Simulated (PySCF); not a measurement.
Electric field gradients and quadrupole coupling constants

Species: cyclo-(Me2SiS)3, C6H18S3Si3.
Geometry (PBE0-D3(BJ)/def2-SVP, Å), atoms numbered from 1 in this order:
```xyz
30
C6H18S3Si3 angstrom
Si     1.960   -0.223    0.488
C      1.619   -0.294    2.324
C      3.722   -0.697    0.095
S      1.709    1.797   -0.230
Si    -0.398    1.875   -0.703
C     -0.674    1.296   -2.458
C     -0.916    3.654   -0.471
S     -1.580    0.753    0.719
Si    -1.250   -1.308    0.165
C     -1.538   -2.304    1.720
C     -2.424   -1.850   -1.185
S      0.736   -1.619   -0.624
H      2.331    0.366    2.845
H      1.739   -1.319    2.705
H      0.601    0.062    2.542
H      3.940   -1.710    0.470
H      3.901   -0.676   -0.990
H      4.416    0.011    0.575
H     -0.295    0.273   -2.591
H     -1.744    1.328   -2.716
H     -0.122    1.958   -3.144
H     -0.773    3.969    0.572
H     -0.312    4.309   -1.118
H     -1.977    3.780   -0.737
H     -0.834   -2.023    2.515
H     -1.411   -3.376    1.503
H     -2.563   -2.141    2.090
H     -2.247   -2.906   -1.443
H     -2.296   -1.244   -2.094
H     -3.463   -1.743   -0.838
```

Field gradients from the PBE0/pcSseg-1 density (PySCF, non-relativistic), principal values in atomic units, ordered |Vxx| ≤ |Vyy| ≤ |Vzz|:

```csv
atom,Vxx,Vyy,Vzz
S4,0.3549,1.2326,-1.5875
S8,0.2895,1.2182,-1.5077
S12,0.2926,1.2166,-1.5092
```

**Question.** Find the asymmetry η = (Vxx − Vyy)/Vzz and the couplings χ = eQV/h (234.96 MHz × Q in barn × V in au), with Q(33S) = −0.0678 b.

**Answer.** 
| atom | environment | nucleus | η | χzz (MHz) | χxx (MHz) | χyy (MHz) |
| --- | --- | --- | --- | --- | --- | --- |
| S4 | sulfur bonded to 2 Si | 33S | 0.55 | 25.29 | -5.65 | -19.64 |
| S8 | sulfur bonded to 2 Si | 33S | 0.62 | 24.02 | -4.61 | -19.41 |
| S12 | sulfur bonded to 2 Si | 33S | 0.61 | 24.04 | -4.66 | -19.38 |

The tensor is traceless: Vxx + Vyy + Vzz = 0.

**Question.** What is Vzz at S12 in SI units (1 au = 9.71736 × 10²¹ V/m²)?

**Answer.** -1.5092 au = -14.665 × 10²¹ V/m².

**Question.** And the gradient at the other heavy atoms, for which no coupling is worked out here?

**Answer.** 
```csv
atom,environment,Vzz (au),η
Si1,silicon bonded to 2 C and 2 S,-0.626,0.75
C2,carbon bonded to Si and 3 H,-0.050,0.52
C3,carbon bonded to Si and 3 H,-0.052,0.32
Si5,silicon bonded to 2 C and 2 S,-0.628,0.74
C6,carbon bonded to Si and 3 H,-0.050,0.53
C7,carbon bonded to Si and 3 H,-0.052,0.32
Si9,silicon bonded to 2 C and 2 S,-0.598,0.83
C10,carbon bonded to Si and 3 H,-0.055,0.28
C11,carbon bonded to Si and 3 H,-0.055,0.26
```

Were the hydrogens deuterons (Q(2H) = 0.00286 b), χzz would run from 197 kHz (H15 and H19) to 202 kHz (H25 and H29).

One conformer (not necessarily the lowest) at the PBE0-D3(BJ)/def2-SVP geometry, without solvent, vibrations or thermal averaging. A larger basis could move these couplings by a tenth or more.
